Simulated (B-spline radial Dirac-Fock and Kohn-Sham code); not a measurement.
Elastic and transport cross sections of selenium for electrons

Method: relativistic (Dirac) partial waves in the static field of the Dirac-Fock atom with Furness-McCarthy exchange, without polarisation or absorption potentials. Computed with a radial B-spline solver. σ_tr1 and σ_tr2 weight the cross section with 1 − P₁ and 1 − P₂ of cos θ; "backward" is the share scattered beyond 90°.

| energy (eV) | σ (a₀²) | σ_tr1 (a₀²) | σ_tr2 (a₀²) | σ/σ_tr1 | backward (%) |
| --- | --- | --- | --- | --- | --- |
| 53400 | 0.468 | 0.00302 | 0.00740 | 155 | 0.061 |
| 53600 | 0.467 | 0.00300 | 0.00735 | 155 | 0.061 |
| 73300 | 0.369 | 0.00177 | 0.00441 | 209 | 0.041 |
| 80600 | 0.344 | 0.00151 | 0.00378 | 229 | 0.036 |
| 97600 | 0.300 | 0.00109 | 0.00276 | 275 | 0.028 |
| 100000 | 0.295 | 0.00105 | 0.00266 | 281 | 0.027 |
| 123000 | 0.256 | 0.000742 | 0.00190 | 345 | 0.020 |
| 138000 | 0.237 | 0.000614 | 0.00158 | 387 | 0.017 |
| 144000 | 0.231 | 0.000572 | 0.00148 | 403 | 0.016 |
| 200000 | ? | ? | ? | ? | ? |
| 300000 | 0.153 | 0.000176 | 0.000467 | 871 | 0.0057 |

Task: Fill in the row for 200 keV.

Result: σ = 0.189 a₀², σ_tr1 = 0.000335 a₀², σ_tr2 = 0.000876 a₀², σ/σ_tr1 = 565, backward 0.010 %. The ratio σ/σ_tr1 is roughly the number of elastic collisions that randomise the direction.
